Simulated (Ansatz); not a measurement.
Ba₅⁺, relaxed as a doublet with UKS PBE/def2-SVP in Ansatz, starting from the GFN2-xTB geometry. Force threshold 0.02 eV/Å.

In the def2 sets Ba takes a core potential; there is no spin–orbit coupling. The structure comes from a short search, and lower isomers may exist.

Start:

Cartesian coordinates in Å:
```
Ba 2.960 -0.127 1.484
Ba -3.028 -0.004 -1.422
Ba 0.496 -2.254 -1.009
Ba -1.054 0.310 2.232
Ba 0.626 2.076 -1.286
```

```
step  energy (eV)  largest force component (eV/Å)  SCF passes
   1   -3461.1181                           0.414         226
   2   -3461.2176                           0.238          74
   3   -3461.2804                           0.044          56
   4   -3461.2829                           0.007          44
```

Force components are those of the run's own axes.

End:

```tsv
atom	x (Å)	y (Å)	z (Å)
Ba1	3.197	-0.049	1.546
Ba2	-3.198	0.044	-1.544
Ba3	0.450	-2.355	-1.002
Ba4	-1.123	0.232	2.332
Ba5	0.675	2.128	-1.333
```

By distances, no bond broke or formed. The bond that changes most is Ba1–Ba3, from 4.10 to 4.40 Å (atoms count from 1). The end is the same structure that another start reached, the lowest one found.

No frequencies were taken in this run, so the end may be a saddle point.

Run time 56 s (4 threads of Intel Xeon on a shared host).
